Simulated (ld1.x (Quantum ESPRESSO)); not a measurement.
Building the RRKJ potential for Lu (Z = 71) (BP86, scalar-relativistic).

- Element: lutetium (Lu)
- Generator: ld1.x (Quantum ESPRESSO) 7.5
- Type: norm-conserving RRKJ (Kleinman–Bylander form)
- Functional: BP86
- Relativity: scalar-relativistic
- Frozen core: [Kr] 4d10
- Valence charge: 25
- Reference configuration: 4f14 5s2 5p6 5d1 6s2 6p0
- Partial waves: 5p (bound): rc 2.25 bohr; 5d (bound): rc 3.00 bohr; 4f (bound): rc 0.50 bohr; 5s (bound): rc 1.80 bohr
- Local potential: the s channel
- Core correction: a·sin(br)/r model core inside 0.50 bohr

Occupied shells without a wave of their own: 6s. They enter only through the test configuration that unscreens the potential, and ld1.x also counts them in the model core charge.

All-electron outer shells of the reference configuration (BP86, scalar-relativistic, ld1.x):

```tsv
shell	level (eV)	outermost node (bohr)	outermost maximum (bohr)
4p	-358.28	0.25	0.47
4d	-191.99	0.23	0.48
5s	-61.16	0.57	1.04
5p	-31.75	0.61	1.19
4f	-9.72	–	0.47
6s	-4.80	1.41	3.04
5d	-1.88	0.68	1.84
6p	-1.42	1.73	4.26
```

Q: Does the generator finish with these settings?

A: No. ld1.x (Quantum ESPRESSO) 7.5 stopped with "run_pseudo: Errors in PS-KS equation": the pseudo-atom solver did not find the valence states with the expected number of nodes, which is the usual sign of a ghost state. Before that it printed "Warning: n=4, l=3 expected 0 nodes, found 1".
